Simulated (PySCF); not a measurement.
PySCF input (TPSSh/def2-TZVPD):

```python
from pyscf import gto, scf, dft

mol = gto.M(
    atom='''
    F     1.35220294    0.02690012   -0.15770586
    S    -0.03514699   -0.03522348    0.44455899
    F    -0.65725713    1.17090359   -0.22593232
    F    -0.63246229   -1.13518419   -0.40668892
    ''',
    basis='def2-tzvpd',
    charge=1,
    spin=0,
    verbose=4,
)

mf = dft.RKS(mol, xc='tpssh').density_fit(auxbasis='def2-universal-jkfit')
mf.grids.level = 3
mf.conv_tol = 1e-9
mf.max_cycle = 100
mf.max_memory = 1500
mf.kernel()
if not mf.converged:
    mf = mf.newton()
    mf.kernel(mf.make_rdm1())
mf.analyze()
```

Output:

```
PySCF version 2.14.0

[INPUT] verbose = 4
[INPUT] num. atoms = 4
[INPUT] num. electrons = 42
[INPUT] charge = 1
[INPUT] spin (= nelec alpha-beta = 2S) = 0
[INPUT] symmetry False subgroup None
[INPUT] Mole.unit = angstrom
[INPUT] Symbol           X                Y                Z      unit          X                Y                Z       unit  Magmom
[INPUT]  1 F      1.352202940000   0.026900120000  -0.157705860000 AA    2.555293221432   0.050833859518  -0.298020883639 Bohr   0.0
[INPUT]  2 S     -0.035146990000  -0.035223480000   0.444558990000 AA   -0.066418185203  -0.066562730354   0.840094737313 Bohr   0.0
[INPUT]  3 F     -0.657257130000   1.170903590000  -0.225932320000 AA   -1.242035969118   2.212687103370  -0.426950207488 Bohr   0.0
[INPUT]  4 F     -0.632462290000  -1.135184190000  -0.406688920000 AA   -1.195180512215  -2.145187220036  -0.768530676695 Bohr   0.0

nuclear repulsion = 206.60998237904
number of shells = 58
number of NR pGTOs = 237
number of NR cGTOs = 166
basis = def2-tzvpd
ecp = {}

******** <class 'pyscf.df.df_jk.DFRKS'> ********
method = DFRKS
initial guess = minao
damping factor = 0
level_shift factor = 0
DIIS = <class 'pyscf.scf.diis.CDIIS'>
diis_start_cycle = 1
diis_space = 8
diis_damp = 0
SCF conv_tol = 1e-09
SCF conv_tol_grad = None
SCF max_cycles = 100
direct_scf = False
XC library pyscf.dft.libxc version 7.1.2
    S. Lehtola, C. Steigemann, M. J. T. Oliveira, and M. A. L. Marques,  SoftwareX 7, 1–5 (2018)
XC functionals = tpssh
    V. N. Staroverov, G. E. Scuseria, J. Tao, and J. P. Perdew,  J. Chem. Phys. 119, 12129 (2003)
radial grids:
    Treutler-Ahlrichs [JCP 102, 346 (1995); DOI:10.1063/1.469408] (M4) radial grids

becke partition: Becke, JCP 88, 2547 (1988); DOI:10.1063/1.454033
pruning grids: <function nwchem_prune>
grids dens level: 3
symmetrized grids: False
atomic radii adjust function: <function treutler_atomic_radii_adjust>
small_rho_cutoff = 0
Set gradient conv threshold to 3.16228e-05
Initial guess from minao.
tot grids = 61672
******** <class 'pyscf.df.df.DF'> ********
auxbasis = def2-universal-jkfit
init E= -698.740875886553
  HOMO = -0.368078584366252  LUMO = -0.0623776018042558  gap/eV = 8.31855
cycle= 1 E= -697.348545693024  delta_E= 1.39  |g|= 0.917  |ddm|= 1.76
  HOMO = -0.684903423819972  LUMO = -0.441492630644523  gap/eV = 6.62355
cycle= 2 E= -696.965754700743  delta_E= 0.383  |g|= 1.85  |ddm|= 1.54
  HOMO = -0.6921967399024  LUMO = -0.375921836547452  gap/eV = 8.60628
cycle= 3 E= -697.494406600629  delta_E= -0.529  |g|= 0.139  |ddm|= 0.915
[...]
cycle= 8 E= -697.497311500528  delta_E= -3.37e-10  |g|= 1.7e-05  |ddm|= 2.99e-05
  HOMO = -0.671397045607417  LUMO = -0.354777776504091  gap/eV = 8.61565
Extra cycle  E= -697.497311500385  delta_E= 1.43e-10  |g|= 3.49e-05  |ddm|= 2.37e-05
converged SCF energy = -697.497311500385
**** SCF Summaries ****
Total Energy =                        -697.497311500384740
Nuclear Repulsion Energy =             206.609982379039593
One-electron Energy =                -1364.043442864754752
Two-electron Energy =                  459.936148985330419
Two-electron Coulomb Energy =          516.764271610917035
DFT Exchange-Correlation Energy =      -56.828122625586644
HOMO-LUMO gap [eV] =                     8.615649152940852
**** MO energy ****
MO #1   energy= -89.2901946523548  occ= 2
MO #2   energy= -24.9763244362264  occ= 2
MO #3   energy= -24.9763218127787  occ= 2
MO #4   energy= -24.9763091313287  occ= 2
MO #5   energy= -8.40722980911298  occ= 2
MO #6   energy= -6.35808178283619  occ= 2
MO #7   energy= -6.35808126088198  occ= 2
MO #8   energy= -6.34906112608892  occ= 2
MO #9   energy= -1.62790235810395  occ= 2
MO #10  energy= -1.54757737642491  occ= 2
MO #11  energy= -1.54757363877053  occ= 2
MO #12  energy= -1.05024666179615  occ= 2
MO #13  energy= -0.894175560143111 occ= 2
MO #14  energy= -0.894172908747451 occ= 2
MO #15  energy= -0.858738980891294 occ= 2
MO #16  energy= -0.789628743114774 occ= 2
MO #17  energy= -0.789627812298848 occ= 2
MO #18  energy= -0.746268444670909 occ= 2
MO #19  energy= -0.746264971191572 occ= 2
MO #20  energy= -0.728199763918904 occ= 2
MO #21  energy= -0.671397045607417 occ= 2
MO #22  energy= -0.354777776504091 occ= 0
MO #23  energy= -0.354777103469486 occ= 0
MO #24  energy= -0.250681299746397 occ= 0
MO #25  energy= -0.161284638514836 occ= 0
MO #26  energy= -0.117074001160863 occ= 0
MO #27  energy= -0.111544659044786 occ= 0
MO #28  energy= -0.111544418350942 occ= 0
MO #29  energy= -0.0602882521420817 occ= 0
MO #30  energy= -0.0556450699599621 occ= 0
MO #31  energy= -0.0556448408063941 occ= 0
MO #32  energy= -0.0507377521304498 occ= 0
MO #33  energy= -0.0507370566165266 occ= 0
MO #34  energy= -0.00613817872652359 occ= 0
MO #35  energy= -0.00183049902232965 occ= 0
MO #36  energy= 0.00284670313690726 occ= 0
MO #37  energy= 0.00284802347215887 occ= 0
MO #38  energy= 0.0252717156654201 occ= 0
MO #39  energy= 0.0252721196871942 occ= 0
MO #40  energy= 0.0300174873368466 occ= 0
MO #41  energy= 0.0590644409854457 occ= 0
MO #42  energy= 0.0590648286836019 occ= 0
MO #43  energy= 0.0840253162170077 occ= 0
MO #44  energy= 0.117855732488491  occ= 0
MO #45  energy= 0.117858880429276  occ= 0
MO #46  energy= 0.158870306842076  occ= 0
MO #47  energy= 0.196743395932873  occ= 0
MO #48  energy= 0.196744146292928  occ= 0
MO #49  energy= 0.201464643537123  occ= 0
MO #50  energy= 0.227460818835241  occ= 0
MO #51  energy= 0.227463221584418  occ= 0
MO #52  energy= 0.23365757129862   occ= 0
MO #53  energy= 0.315068227902499  occ= 0
MO #54  energy= 0.315077927939727  occ= 0
MO #55  energy= 0.346478455165849  occ= 0
MO #56  energy= 0.375543541416933  occ= 0
MO #57  energy= 0.410189793649751  occ= 0
MO #58  energy= 0.410194896054958  occ= 0
MO #59  energy= 0.423525521190718  occ= 0
MO #60  energy= 0.425879113302593  occ= 0
MO #61  energy= 0.425879541883697  occ= 0
MO #62  energy= 0.445293265133267  occ= 0
MO #63  energy= 0.445295291036519  occ= 0
MO #64  energy= 0.460082641976972  occ= 0
MO #65  energy= 0.460083435136008  occ= 0
MO #66  energy= 0.462210655919177  occ= 0
MO #67  energy= 0.568252592391549  occ= 0
MO #68  energy= 0.568254974707545  occ= 0
MO #69  energy= 0.648392918678333  occ= 0
MO #70  energy= 0.705017459453896  occ= 0
MO #71  energy= 0.705024359300502  occ= 0
MO #72  energy= 0.745296901606276  occ= 0
MO #73  energy= 0.755175270370877  occ= 0
MO #74  energy= 0.755180451619177  occ= 0
MO #75  energy= 0.850340543185201  occ= 0
MO #76  energy= 0.850342975247876  occ= 0
MO #77  energy= 0.858736404712037  occ= 0
MO #78  energy= 0.859742072113293  occ= 0
MO #79  energy= 0.922758747682124  occ= 0
MO #80  energy= 0.997673396686334  occ= 0
MO #81  energy= 0.997683968186434  occ= 0
MO #82  energy= 1.20908100021216   occ= 0
MO #83  energy= 1.20908298354554   occ= 0
MO #84  energy= 1.2672278691419    occ= 0
MO #85  energy= 1.35503302259045   occ= 0
MO #86  energy= 1.35503710967957   occ= 0
MO #87  energy= 1.36860616398696   occ= 0
MO #88  energy= 1.40654615329346   occ= 0
MO #89  energy= 1.49143826266729   occ= 0
MO #90  energy= 1.49144143884521   occ= 0
MO #91  energy= 1.62325736423277   occ= 0
MO #92  energy= 1.62326062757644   occ= 0
MO #93  energy= 1.66275218572185   occ= 0
MO #94  energy= 1.88407204085873   occ= 0
MO #95  energy= 1.91186550165933   occ= 0
MO #96  energy= 1.91186697896409   occ= 0
MO #97  energy= 1.94188464105461   occ= 0
MO #98  energy= 1.94188702680042   occ= 0
MO #99  energy= 2.01343895022204   occ= 0
MO #100 energy= 2.04972272095434   occ= 0
MO #101 energy= 2.23398142418221   occ= 0
MO #102 energy= 2.23398570724507   occ= 0
MO #103 energy= 2.33474780749202   occ= 0
MO #104 energy= 2.34414617383958   occ= 0
MO #105 energy= 2.34415044472827   occ= 0
MO #106 energy= 2.39099288500677   occ= 0
MO #107 energy= 2.48877497928789   occ= 0
[...]
```

It need not be the lowest isomer of its formula.
